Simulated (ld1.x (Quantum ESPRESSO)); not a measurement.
## lead: RRKJ pseudisation with PBE, scalar-relativistic reference atom.

ld1.x (Quantum ESPRESSO) 7.5 input, shortened:

```
&input
   title='Pb', zed=82., rel=1, dft='PBE', iswitch=3,
   config='[Xe] 4f14 5d10 6s2 6p2'
 /
 &inputp
   pseudotype=2, tm=.false., rho0=0.005, lloc=1,
   nlcc=.true., rcore=1.10
 /
2
6S  1  0   2.00   0.00  1.75  1.75  0.0
6P  2  1   2.00   0.00  2.80  2.80  0.0
 &test
   configts(1)='6s2 6p2'
 /
```

**Question.** Estimate the cutoffs (Ry, on a coarse ladder) from which the occupation-weighted sum of valence levels, in a spherical-Bessel basis at the reference potential, stays within 10 and 1 mRy of its value at 400 Ry.

**Answer.** 25 Ry and 35 Ry.

**Question.** What does a ghost test show?

**Answer.** No extra level below or beside the all-electron valence levels (s, p, d, f tested).

**Question.** Which valence shell sets the plane-wave cutoff?

**Answer.** 6s: its level needs 30 Ry to come within 1 mRy, against 12 Ry for 6p.

**Question.** Tests: 6s2 6p1; 6s2 6p0; 6s1 6p0; 6s1 6p3; 6s2 6p1.5; 6s0 6p4; 6s1 6p2. Which has the largest error in its energy relative to the reference configuration, and how large is it?

**Answer.** 6s1 6p0, with -606 meV (all-electron minus pseudo) on +52.43 eV.
